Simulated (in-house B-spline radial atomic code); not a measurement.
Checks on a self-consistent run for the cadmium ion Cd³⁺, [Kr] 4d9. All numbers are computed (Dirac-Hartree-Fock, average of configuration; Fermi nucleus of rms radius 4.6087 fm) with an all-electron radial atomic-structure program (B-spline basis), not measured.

```
orbital    q      ε (Eh)    <1/r>        <r²>  small-component weight
  1s1/2    2  -988.68529  50.6423  0.00124918                0.030979
  2s1/2    2  -151.12955  11.7164   0.0203162               0.0065355
  2p1/2    2  -140.34951  11.6596   0.0152298               0.0065153
  2p3/2    4  -133.24253  10.9299   0.0165377               0.0062448
  3s1/2    2   -30.64222  4.12679      0.1451               0.0018688
  3p1/2    2   -26.27767  4.02421    0.140803                0.001805
  3p3/2    4   -24.96859  3.84982    0.149297               0.0017351
  3d3/2    4   -17.32317  3.67431    0.130887               0.0016054
  3d5/2    6   -17.06083  3.62869    0.133475               0.0015841
  4s1/2    2    -6.03470  1.55868    0.879227               0.0004575
  4p1/2    2    -4.55111  1.44427     1.00522              0.00040456
  4p3/2    4    -4.32412  1.39333     1.06374              0.00038637
  4d3/2  3.6    -2.00577  1.11714     1.64443              0.00026337
  4d5/2  5.4    -1.97534  1.10227     1.68405              0.00025766
```

Electron-electron repulsion V_ee = 2056.1246 hartree.

Task: What total energy follows from the eigenvalues?

Result: The eigenvalues count the repulsion twice, so E = Σqε - V_ee = -3535.026 - 2056.125 = -5591.151 hartree; the run printed -5591.151.

Task: Does the Dirac virial theorem hold?

Result: For a point nucleus E = -2c²Σq·w, with w the small-component weight. Here Σq·w = 0.14886 and c = 137.0360, so the ratio E/(-2c²Σq·w) is 1.000042; the finite nucleus accounts for the departure from 1.

Task: What diamagnetic shielding (Lamb formula) and susceptibility (Langevin formula) do the radii give?

Result: σ = (α²/3)Σq<1/r> = 281.48/(3·137.036²) = 4996.4 ppm, and χ = -0.79199×10⁻⁶·Σq<r²> = -20.33×10⁻⁶ cm³/mol with Σq<r²> = 25.671 bohr². Both are non-relativistic formulas without the paramagnetism of open shells.
